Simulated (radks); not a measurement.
Q: All-electron atom: the rhodium ion Rh8+ in [Kr] 4d1 (the NIST ground configuration). All-electron calculation, Dirac Kohn-Sham, PBE, spin-unpolarised, spherical densities, finite nucleus; open shells fill j = l - 1/2 first; Fermi nuclear charge, rms radius 4.4945 fm. Program: a radial shooting solver on a logarithmic mesh with Libxc functionals.

Spin-orbit splittings of the eigenvalues, e(l+1/2) - e(l-1/2), with zeta = 2 splitting/(2l+1) and mean radii in bohr:

shell  occ.  splitting (eV)  zeta (eV)  <r> j=l-1/2  <r> j=l+1/2
2p        6           144.6      96.40       0.1203       0.1252
3p        6               ?          ?       0.3822       0.3928
3d       10           4.951      1.980       0.3667       0.3701
4p        6           4.673      3.115       0.9805        1.002
4d        1          0.7387     0.2955        1.132        1.139
5p        0           1.332     0.8881        2.031        2.063

Estimate the 3p splitting.

A: 25.00 eV (zeta = 16.67 eV).
